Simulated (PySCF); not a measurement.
Cl2OTi, SMILES [Ti]([Cl])(=[O])[Cl] at its PBE0/def2-SVP optimised geometry (Å):

```
4

Ti    -0.4008    -0.1442     0.0000
Cl    -1.8153     1.5622     0.0000
Cl     1.8153    -0.1442     0.0000
O     -1.0655    -1.5622    -0.0961
```

Method: PBE0/def2-TZVP (PySCF). Cells within 0.4 Å of a nucleus heavier than hydrogen are left out (blank, or x).

Map of the Laplacian of the electron density (e/bohr⁵), clipped to [-1.50, 1.50] on the plane z = 0.0 Å:

```
|55555555555555555555555555555|
|55555555555555555555555555555|
|55555555555555555555555555555|
|55555555555555555555555555555|
|55555555555555555555555555555|
|55555555555555555555555555555|
|55555554345555555555555555555|
|55555539934555555555555555555|
|5555549xx93555555555555555555|
|5555549xx93555555555555555555|
|55555529944555555555555555555|
|55555553345566555555555555555|
|55555555555799865554335555555|
|55555555557900785544992555555|
|555555555690xx096539xx9455555|
|555555555690xx096539xx9455555|
|55555555558900885544992555555|
|55555555566899865554335555555|
|55555555650266555555555555555|
|555555556xxx46555555555555555|
|5555555560xx56555555555555555|
|55555555662465555555555555555|
|55555555566655555555555555555|
|55555555555555555555555555555|
|55555555555555555555555555555|
|55555555555555555555555555555|
|55555555555555555555555555555|
|55555555555555555555555555555|
|55555555555555555555555555555|
```
Scale: ten equal steps from -1.50 (start of '0') to 1.50 (end of '9'), in the order '0123456789'; x runs from -4.00 to 4.00, y from -4.00 (bottom) to 4.00 (top).
